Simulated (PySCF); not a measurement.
**Correlation energy of Si³⁺ (silicon, charge +3)**

[Ne] 3s1, 2S determinant. All numbers are calculated (PySCF 2.14, scalar relativity by spin-free X2C-1e, in x2c-TZVPPall (5s5p3d1f, 42 functions)). Frozen: 1s2; 9 electrons correlated.

```
  level  correlation energy (mhartree)
   CCSD                        -149.39
    (T)                          -0.83
CCSD(T)                        -150.22
```

Diagnostics: T1 = 0.0026, D1 = 0.0050, largest double amplitude 0.010.

Cost of the coupled-cluster step: roughly 1.6 core-seconds, for 9 correlated electrons.

This basis was not built for core-valence correlation, so the inner-shell part is incomplete.
